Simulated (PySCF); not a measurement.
# From computed data to an observable: chemical shift, span and skew from a shielding tensor

CHCl₂F₃Si, SMILES FC(F)([SiH](Cl)Cl)F. Atoms are numbered in the order given.

```xyz
8

Si     0.5166     0.5805     0.0000
Cl     1.4085    -0.1601     1.6772
Cl     1.4085    -0.1601    -1.6772
C     -1.3065    -0.0300     0.0000
F     -1.4028    -1.3664     0.0000
F     -1.9555     0.4300    -1.0855
F     -1.9555     0.4300     1.0855
H      0.5427     2.0550     0.0000
```
Charge 0, spin multiplicity 1.

Coordinates come from a ωB97X-D3(BJ)/def2-SVP optimisation.

GIAO shieldings from PySCF with PBE0/pcSseg-1, non-relativistic, no solvent. The symmetric part of the tensor of F5 has the principal values 166.2, 266.6, 333.8 ppm. The same nucleus in CFCl3 has σ = 167.2 ppm at this level (PySCF, at its B3LYP-D3(BJ)/def2-TZVP geometry). Without spin–orbit terms, shifts of atoms bonded to Cl or Br come out too high.

**Question.** Work out the isotropic shielding, the ¹⁹F shift against CFCl3, the span and the skew.

**Answer.** 
σ(iso) = (σ11 + σ22 + σ33)/3 = 255.5 ppm. δ = σ(ref) − σ(iso) = 167.2 − (255.5) = -88.3 ppm.
Span Ω = σ33 − σ11 = 167.6 ppm. Skew κ = 3(σ(iso) − σ22)/Ω = -0.20. Tumbling in solution averages the tensor to δ; in a static solid the shielding alone would spread this spin-1/2 line over Ω.
